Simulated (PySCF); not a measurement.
HGa, singlet, geometry from GFN2-xTB (such geometries of metal compounds can be far from the true shape).

Input for PySCF:
```python
from pyscf import gto, scf, dft

mol = gto.M(
    atom='''
Ga   -0.00000000   -0.00000000   -0.05952365
H     0.00000000    0.00000000    1.84523317
''',
    basis='6-311g**',
    verbose=4,
)

mf = dft.RKS(mol)
mf.xc = 'wb97m_v'
mf.kernel()
mf.analyze()
```

### Question
What does this run give for the HOMO-LUMO gap, HOMO energy?

### Answer

```yaml
HOMO-LUMO gap: 7.75 eV
HOMO energy: -8.01 eV
```
